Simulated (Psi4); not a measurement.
A dimer, CO2 ··· C2H2 (SMILES O=C=O and C#C); the first 3 atoms form monomer A.

```
7

O     -1.1597     0.0007     0.0000
C      0.0000     0.0000     0.0000
O      1.1597    -0.0007     0.0000
C      0.5994     0.0000     3.1959
C     -0.5974     0.0008     3.1960
H      1.6620    -0.0007     3.1954
H     -1.6601     0.0016     3.1964
```

What interaction energy does SAPT0/jun-cc-pVDZ, frozen core in Psi4 give, and which attractive term is the largest?

Total -8.11 kJ/mol: electrostatics -15.77, exchange 16.52, induction -1.60, dispersion -7.26. The most attractive term is electrostatics.
